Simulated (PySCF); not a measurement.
**ECD: SMILES [C@@H]1([NH2+]C)C[C@H]1[SiH3], [C4H12NSi]+, charge +1**

Geometry (Å), atoms numbered from 1 in this order:
```xyz
18

C    -2.2612    0.5533    0.3067
N    -1.4455   -0.6788    0.2775
C    -0.1695   -0.5021   -0.4506
C     0.9596   -1.4223   -0.1187
C     1.0111    0.0185    0.3067
Si    2.2283    1.2555   -0.5066
H    -2.5418    0.8337   -0.7063
H    -3.1640    0.4006    0.8944
H    -1.6797    1.3622    0.7449
H    -1.9884   -1.4409   -0.1493
H    -1.2205   -0.9602    1.2407
H    -0.3339   -0.2001   -1.4755
H     1.5955   -1.7468   -0.9269
H     0.8021   -2.1883    0.6271
H     0.8351    0.1846    1.3633
H     1.6159    2.5636   -0.2770
H     3.5097    1.0710    0.1559
H     2.2383    0.9028   -1.9245
```

Total charge +1.

Computed, not measured: TDDFT LC-wPBE/def2-SVPD circular dichroism and optical rotation, one conformer, gas phase (PySCF). Geometry: GFN2-xTB.

The molecule is flexible and this is one conformer; a measurement averages over conformers. Singlets 11 and 12 lie within 0.01 eV of each other, so their separate moments and overlaps can depend on how they mix.

(1) What are the CIP labels of the stereocentres?

(2) Which excitations and rotatory strengths does the calculation give?

Results:

(1) C3 R, C5 R.

(2) Rotatory strengths R in 10⁻⁴⁰ esu² cm², velocity form and length form (origin at the centre of mass); f in length form.
| state | E (eV) | λ (nm) | f | R (velocity) | R (length) | main |
| --- | --- | --- | --- | --- | --- | --- |
| 1 | 8.66 | 143 | 0.017 | -2.8 | -3.3 | HOMO→LUMO 0.71, HOMO→LUMO+1 0.08 |
| 2 | 8.99 | 138 | 0.007 | +14.9 | +14.7 | HOMO−1→LUMO 0.33, HOMO−1→LUMO+3 0.14 |
| 3 | 9.04 | 137 | 0.031 | -46.0 | -45.4 | HOMO→LUMO+1 0.38, HOMO→LUMO+2 0.08 |
| 4 | 9.21 | 135 | 0.002 | -0.7 | -0.1 | HOMO−1→LUMO 0.19, HOMO−1→LUMO+1 0.16 |
| 5 | 9.28 | 134 | 0.018 | +7.3 | +6.8 | HOMO−2→LUMO+3 0.19, HOMO→LUMO+1 0.14 |
| 6 | 9.44 | 131 | 0.105 | +18.6 | +18.2 | HOMO→LUMO+2 0.25, HOMO→LUMO+3 0.12 |
| 7 | 9.61 | 129 | 0.017 | -44.2 | -44.2 | HOMO−1→LUMO+1 0.33, HOMO−1→LUMO+6 0.09 |
| 8 | 9.70 | 128 | 0.007 | +7.5 | +7.9 | HOMO→LUMO+5 0.25, HOMO→LUMO+9 0.15 |
| 9 | 9.83 | 126 | 0.013 | -1.5 | -1.1 | HOMO−3→LUMO 0.13, HOMO−2→LUMO 0.11 |
| 10 | 9.89 | 125 | 0.007 | -9.7 | -8.3 | HOMO→LUMO+3 0.13, HOMO→LUMO+8 0.12 |
| 11 | 9.99 | 124 | 0.018 | -5.5 | -7.1 | HOMO→LUMO+3 0.19, HOMO→LUMO+6 0.14 |
| 12 | 10.00 | 124 | 0.028 | +19.7 | +18.8 | HOMO→LUMO+8 0.20, HOMO→LUMO+5 0.15 |
| 13 | 10.23 | 121 | 0.060 | +52.9 | +54.6 | HOMO→LUMO+7 0.19, HOMO→LUMO+6 0.11 |
| 14 | 10.29 | 120 | 0.050 | +5.9 | +7.0 | HOMO→LUMO+4 0.22, HOMO→LUMO+8 0.12 |
| 15 | 10.44 | 119 | 0.111 | -69.7 | -68.1 | HOMO−1→LUMO+4 0.10 |
| 16 | 10.48 | 118 | 0.120 | +59.5 | +59.0 | HOMO−1→LUMO+3 0.20, HOMO−1→LUMO+5 0.20 |

Among the states computed, the strongest CD band (largest |R|) is state 15. The largest dissymmetry factor in size, g = 4R/(D+G), with D and G the electric and magnetic dipole strengths, is -0.038 for state 7 (velocity form, f = 0.017), among bands with |R| over 0.5. The mirror image has the same energies and oscillator strengths and all R with the opposite sign.
